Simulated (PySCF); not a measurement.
Stepwise substitution at one centre (In F-SH). Gas-phase values, no solvent. One relaxed conformer stands for each flexible species; it need not be the lowest. Strings in code marks are SMILES.

The numbers are results of PBE-D3(BJ)/def2-TZVP in PySCF, not measurements. Excitations are Tamm–Dancoff values on a coarser integration grid. The basis has no diffuse functions, so Rydberg states are missing or too high.

```csv
species,S1 oscillator strength,T1 excitation (TDA) (eV)
0 of 3 F replaced by SH (`[F][In]([F])[F]`),0.000,4.37
1 of 3 F replaced by SH,0.010,3.34
2 of 3 F replaced by SH,0.000,3.38
3 of 3 F replaced by SH,0.000,3.51
```
